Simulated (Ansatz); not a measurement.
System: AlN2H5, charge 0, singlet. AlN2H5 (SMILES [NH2][AlH][NH2]).
B3LYP-D3(BJ)/def2-TZVP minimum from Ansatz (an electronic-structure program):
```
Al
N 1 1.7730
H 2 1.0076 1 126.34
H 2 1.0077 3 110.02 1 180.00
N 1 1.7730 2 120.18 3 0.00
H 5 1.0076 1 126.34 2 0.00
H 5 1.0077 6 110.02 1 180.00
H 1 1.5732 2 119.91 3 -180.00
```
Charge 0, spin multiplicity 1.

Atomisation energy term by term, kcal/mol (programs: Ansatz). Open shells are spin-unrestricted; no spin-orbit coupling. Correlated methods leave the cores frozen. Rows without X2C or -DK are non-relativistic. CBS(X,Y): correlation extrapolated as X^-3, Hartree-Fock from the larger set. A bracket is a step between two methods taken in the basis named. 'core' is core correlation in cc-pwCVTZ (1s frozen past Ne), 'X2C' scalar relativity in cc-pVTZ-DK, both at CCSD(T). Where a partner has so few electrons that a lower coupled-cluster level is exact, that level stands in.

```
term                                       basis  kcal/mol
------------------  ----------------------------  --------
Hartree-Fock                         cc-pV(Q+d)Z    431.00
CCSD correlation    CBS(cc-pV(T+d)Z,cc-pV(Q+d)Z)    186.51
(T)                 CBS(cc-pV(T+d)Z,cc-pV(Q+d)Z)      9.88
CCSDT(Q) - CCSD(T)                   cc-pV(D+d)Z      0.67
core correlation                       cc-pwCVTZ      0.91
scalar relativity                X2C, cc-pVTZ-DK     -1.06
sum: De                                              627.9
```
